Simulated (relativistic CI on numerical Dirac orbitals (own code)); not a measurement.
## Tc3+ (4d4) in a crystal field

Calculated by Dirac-Coulomb-Breit CI, orbitals from a KLI potential per configuration, QED by a radiative potential, valence Slater integrals scaled by 0.8, one configuration in a parametric crystal field (own radial code).

Field parameters in Wybourne normalisation: Td as Oh with Dq negative (B⁴₀ = 21Dq, B⁴₄ = √(5/14) B⁴₀). The field is a parameter set, without covalency.

S and J are read from ⟨S²⟩ = S(S + 1) and ⟨J²⟩ = J(J + 1) of each level; they are not fictitious spins.

Td, 10Dq = -2650 cm⁻¹, the lowest 10 levels:

```json
{"E (cm⁻¹)": "0.0", "Degeneracy": "1", "Irrep": "A1", "S": "1.98", "J": "1.15"}
{"E (cm⁻¹)": "256", "Degeneracy": "3", "Irrep": "T1", "S": "1.99", "J": "1.68"}
{"E (cm⁻¹)": "530", "Degeneracy": "3", "Irrep": "T2", "S": "1.99", "J": "2.24"}
{"E (cm⁻¹)": "1016", "Degeneracy": "2", "Irrep": "E", "S": "1.99", "J": "2.71"}
{"E (cm⁻¹)": "1208", "Degeneracy": "3", "Irrep": "T1", "S": "1.99", "J": "3.11"}
{"E (cm⁻¹)": "1648", "Degeneracy": "3", "Irrep": "T2", "S": "1.99", "J": "3.59"}
{"E (cm⁻¹)": "3710", "Degeneracy": "1", "Irrep": "A2", "S": "1.99", "J": "3.00"}
{"E (cm⁻¹)": "3806", "Degeneracy": "3", "Irrep": "T2", "S": "1.99", "J": "3.31"}
{"E (cm⁻¹)": "3888", "Degeneracy": "2", "Irrep": "E", "S": "1.99", "J": "3.52"}
{"E (cm⁻¹)": "3937", "Degeneracy": "3", "Irrep": "T1", "S": "1.99", "J": "3.62"}
```

Td, 10Dq = -19650 cm⁻¹, the lowest 10 levels:

| E (cm⁻¹) | Degeneracy | Irrep | S | J |
| --- | --- | --- | --- | --- |
| 0.0 | 1 | A1 | 0.07 | 4.56 |
| 11236 | 1 | A1 | 1.15 | 3.42 |
| 11450 | 3 | T1 | 1.14 | 3.58 |
| 12209 | 3 | T2 | 1.12 | 3.87 |
| 12311 | 2 | E | 1.04 | 3.93 |
| 15385 | 3 | T1 | 1.74 | 3.55 |
| 15478 | 2 | E | 1.77 | 3.40 |
| 15496 | 3 | T2 | 1.88 | 2.64 |
| 15606 | 3 | T1 | 1.89 | 2.52 |
| 15678 | 3 | T2 | 1.57 | 3.88 |

Td, 10Dq = -17550 cm⁻¹, the lowest 10 levels:

```tsv
E (cm⁻¹)	Degeneracy	Irrep	S	J
0.0	1	A1	0.10	4.55
8869	1	A1	1.35	3.18
9092	3	T1	1.34	3.34
9852	3	T2	1.39	3.51
10186	2	E	1.17	3.89
11626	3	T1	1.94	3.21
11848	2	E	1.82	3.27
11853	3	T2	1.72	3.07
11998	3	T1	1.75	2.88
12134	3	T2	1.91	3.76
```

Td, 10Dq = -15400 cm⁻¹, the lowest 10 levels:

```json
{"E (cm⁻¹)": "0.0", "Degeneracy": "1", "Irrep": "A1", "S": "0.16", "J": "4.52"}
{"E (cm⁻¹)": "5968", "Degeneracy": "1", "Irrep": "A1", "S": "1.68", "J": "2.72"}
{"E (cm⁻¹)": "6154", "Degeneracy": "3", "Irrep": "T1", "S": "1.70", "J": "2.80"}
{"E (cm⁻¹)": "6668", "Degeneracy": "3", "Irrep": "T2", "S": "1.83", "J": "2.71"}
{"E (cm⁻¹)": "7341", "Degeneracy": "2", "Irrep": "E", "S": "1.80", "J": "3.44"}
{"E (cm⁻¹)": "7673", "Degeneracy": "3", "Irrep": "T1", "S": "1.97", "J": "3.24"}
{"E (cm⁻¹)": "8166", "Degeneracy": "3", "Irrep": "T2", "S": "1.97", "J": "3.76"}
{"E (cm⁻¹)": "8738", "Degeneracy": "2", "Irrep": "E", "S": "1.25", "J": "3.71"}
{"E (cm⁻¹)": "8887", "Degeneracy": "3", "Irrep": "T1", "S": "1.41", "J": "3.33"}
{"E (cm⁻¹)": "9018", "Degeneracy": "3", "Irrep": "T2", "S": "1.25", "J": "3.79"}
```

Td, 10Dq = -13300 cm⁻¹, the lowest 10 levels:

```
E (cm⁻¹)  Degeneracy  Irrep     S     J
     0.0           1     A1  0.37  4.39
    2747           1     A1  1.82  2.51
    2790           3     T1  1.89  2.42
    3097           3     T2  1.95  2.44
    3765           2      E  1.95  3.23
    3912           3     T1  1.98  3.24
    4396           3     T2  1.99  3.75
    6624           3     T1  1.16  3.60
    6732           2      E  1.04  3.89
    6928           1     A1  1.11  3.55
```

The free-ion ground term has S = 2. The field overcomes the spin-pairing energy for Td, 10Dq = -19650 cm⁻¹; Td, 10Dq = -17550 cm⁻¹; Td, 10Dq = -15400 cm⁻¹; Td, 10Dq = -13300 cm⁻¹, where the ground state has lower spin; these fields are assumed values.

Levels of this model without a field, named by their leading LS term (the scale mimics covalency, so terms lie below those of the real free ion): ⁵D0 0, ⁵D1 329, ⁵D2 902, ⁵D3 1639, ⁵D4 2491, ³P0 14328, ³H4 14387, ³H5 15152 cm⁻¹.
